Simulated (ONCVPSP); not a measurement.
# An all-electron radial function and its pseudo partner (W (Z = 74))

Columns: radius, all-electron u(r) and pseudo u(r) of the 5d shell (level -11.73 eV) of tungsten in the configuration [Kr] 4d10 4f14 5s2 5p6 5d4 6s1; PBE, scalar-relativistic, ONCV scheme, ONCVPSP 4.0.1.

```tsv
r (bohr)	all-electron	pseudo
0.103	0.2181	0.0016
0.205	0.0211	0.0122
0.308	-0.2674	0.0393
0.410	-0.3322	0.0863
0.513	-0.2200	0.1542
0.615	-0.0337	0.2381
0.718	0.1643	0.3333
0.820	0.3391	0.4301
0.923	0.4828	0.5228
1.025	0.5911	0.6032
1.128	0.6694	0.6686
1.230	0.7205	0.7159
1.332	0.7504	0.7460
1.435	0.7636	0.7606
1.538	0.7636	0.7620
1.640	0.7539	0.7532
1.743	0.7370	0.7367
1.845	0.7151	0.7150
1.948	0.6894	0.6893
2.050	0.6616	0.6615
2.153	0.6321	0.6321
2.255	0.6022	0.6022
2.358	0.5719	0.5718
2.460	0.5420	0.5419
2.562	0.5126	0.5125
2.665	0.4836	0.4835
```

Question: How many radial nodes do the two functions have?

Answer: The all-electron 5d function has n − l − 1 = 2; the pseudo-wave has 0, since the states of the same l below it are removed with the core.

Question: At about which radius was the pseudo-wave matched?

Answer: 2.05 bohr. The columns agree to 0.0005 from 1.74 bohr on; several derivatives are matched, so the curves merge somewhat inside the radius.

Question: Where does each function peak?

Answer: Outermost all-electron maximum near 1.44 bohr, pseudo maximum near 1.54 bohr (to the table’s step).

Question: Is the pseudo-wave norm-conserving?

Answer: Yes: the ONCV scheme keeps the norm inside the radius equal to the all-electron one, which fixes the energy derivative of the logarithmic derivative at the level.
